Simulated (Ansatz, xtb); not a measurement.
Relative energy of two isomers of C4H5BrO2

We compare I, `O=C(O)/C=C/CBr`, a singlet, with II, `C=C(CBr)C(=O)O`, a singlet. Both are isolated molecules in the gas phase, relaxed with PBE-D3(BJ)/def2-SVP, each in the lowest conformer that the search found.

I (Å):

```xyz
12

C    -1.7571    2.4228   -2.4332
C    -1.1223    1.1165   -2.1391
C    -0.1150    0.9396   -1.2552
C     0.4985   -0.3805   -0.9620
Br    2.4007   -0.3896   -1.5232
O    -2.6663    2.5734   -3.2321
O    -1.2258    3.4533   -1.7201
H    -1.7237    4.2477   -2.0091
H    -1.5439    0.2748   -2.7110
H     0.2846    1.8136   -0.7145
H     0.0103   -1.2126   -1.5010
H     0.5281   -0.5987    0.1224
```

II (Å):

```xyz
12

C     1.5425   -0.4198    0.1071
C     1.0744   -0.1707    1.3501
C     1.3165    1.1133    2.0751
C     0.2412   -1.1709    2.0938
Br    2.7813    0.9084    3.3946
O    -0.3602   -0.9202    3.1241
O     0.2026   -2.3878    1.4969
H     1.3396   -1.3781   -0.3917
H     2.1382    0.3317   -0.4348
H     1.6315    1.9253    1.3977
H     0.4370    1.4084    2.6738
H    -0.3869   -2.9329    2.0611
```

Quicker runs give these differences E(II) − E(I): GFN2-xTB +0.40 kcal/mol; HF/STO-3G +1.03 kcal/mol (at GFN2-xTB geometries); r2SCAN-D4/def2-SVP +0.43 kcal/mol (at GFN2-xTB geometries).

**Question.** Estimate E(II) − E(I) at the level CCSD(T)/def2-SVP + ΔMP2/def2-TZVPP.

**Answer.** Too close to call at this level: CCSD(T)/def2-SVP + ΔMP2/def2-TZVPP gives E(II) − E(I) = −0.21 kcal/mol.

The same difference at several levels:

| level | geometry | E(II) − E(I) (kcal/mol) | departure from the last row (kcal/mol) | job, with rough time for the two |
| --- | --- | --- | --- | --- |
| GFN2-xTB | GFN2-xTB | +0.40 | +0.61 | optimisation, 0.11 s |
| HF/STO-3G | GFN2-xTB | +1.03 | +1.24 | single point, 0.36 s |
| r2SCAN-D4/def2-SVP | GFN2-xTB | +0.43 | +0.64 | single point, 3.1 s |
| PBE-D3(BJ)/def2-SVP | PBE-D3(BJ)/def2-SVP | +0.54 | +0.75 | optimisation, 20 s |
| HF/def2-SVP | PBE-D3(BJ)/def2-SVP | +0.87 | +1.08 | part of the CCSD(T) run |
| MP2/def2-SVP | PBE-D3(BJ)/def2-SVP | −0.55 | −0.34 | part of the CCSD(T) run |
| CCSD(T)/def2-SVP | PBE-D3(BJ)/def2-SVP | −0.55 | −0.34 | single point |
| CCSD(T)/def2-SVP + ΔMP2/def2-TZVPP | PBE-D3(BJ)/def2-SVP | −0.21 |  | single point, 74 s |

As drawn, both hold the same kinds of bond in the same numbers.

The largest departure from CCSD(T)/def2-SVP + ΔMP2/def2-TZVPP is that of HF/STO-3G, 1.24 kcal/mol. The last row adds to CCSD(T) the change of the MP2 difference between the two basis sets, here +0.34 kcal/mol.

With thermal terms from frequencies at re-optimised GFN2-xTB minima (ideal gas, soft modes damped towards free rotors, one conformer each, 298.15 K, 1 atm): on the last row, ΔE + ΔZPE = −0.26, ΔH = −0.33, ΔG = +0.05 kcal/mol.

The correlated steps freeze 15 core orbitals; the filled d shell of Br is correlated, in a basis made for valence electrons. Run with Ansatz 0.2.0, xtb 6.7.1; the last row on 4 threads of Arm Neoverse V2 on a shared host.
